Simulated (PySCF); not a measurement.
Computed shifts of a molecule C4H2ClF, B3LYP/pcSseg-1 run with PySCF, GIAO, gas phase, atoms alike by connectivity averaged where their shifts nearly agree, in ppm (number of nuclei): ¹³C: 177.6 (1), 96.8 (1), 95.1 (1), 77.5 (1). ¹⁹F: -60.7 (1). ¹H: 5.21 (1), 3.60 (1). References: ¹³C against TMS (σ = 181.3 ppm); ¹⁹F against CFCl3 (σ = 161.7 ppm); ³⁵Cl against HCl (σ = 933.3 ppm); ¹H against TMS (σ = 31.68 ppm), references at their B3LYP-D3(BJ)/def2-TZVP geometries, non-relativistic (without spin–orbit terms, shifts of atoms bonded to Cl or Br come out too high). The structure is a stationary point at B3LYP-D3(BJ)/def2-SVP. One conformer was computed; it need not be the lowest.

**Question.** Identify the compound among the candidates.
A. C#C/C(Cl)=C\F
B. C#C/C(F)=C\Cl
C. C#C/C=C(\F)Cl

**Answer.** C, C#C/C=C(\F)Cl
